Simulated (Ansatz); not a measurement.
`F[CH]1[CH2][AlH]1` and `[CH2]1[CH2][AlH]1` differ in one atom or group.

Ansatz, PBE0-D4/def2-TZVP geometries, multiplicity 1. 

| property | `F[CH]1[CH2][AlH]1` |
| --- | --- |
| HOMO–LUMO gap (B3LYP/def2-TZVPP) / eV | 4.22 |
| HOMO energy (PBE/def2-TZVPP) / eV | -5.09 |
| HOMO energy (ωB97M-V/def2-TZVPP) / eV | -8.42 |
| HOMO–LUMO gap (PBE0/def2-TZVPP) / eV | 4.63 |
| size of the dipole moment (B3LYP/def2-TZVPP) / D | 2.57 |
| LUMO energy (ωB97M-V/def2-TZVPP) / eV | -0.02 |

Problem. What does the change do to each property? (An estimate is asked.)

Solution. The calculation gave: 
```csv
property,`[CH2]1[CH2][AlH]1`,shift
HOMO–LUMO gap (B3LYP/def2-TZVPP) / eV,4.16,-0.06
HOMO energy (PBE/def2-TZVPP) / eV,-4.75,0.34
HOMO energy (ωB97M-V/def2-TZVPP) / eV,-7.98,0.44
HOMO–LUMO gap (PBE0/def2-TZVPP) / eV,4.57,-0.06
size of the dipole moment (B3LYP/def2-TZVPP) / D,0.83,-1.74
LUMO energy (ωB97M-V/def2-TZVPP) / eV,0.31,0.33
```

With PBE0 the HOMO rises by 0.42 eV and the LUMO rises by 0.37 eV, so the gap narrows by about 0.05 eV. PBE moves the HOMO by 0.34 eV and ωB97M-V by 0.44 eV. Dipoles are sizes alone; their direction can turn.

B3LYP here is the variant with VWN-RPA as its local correlation; programs differ in this.
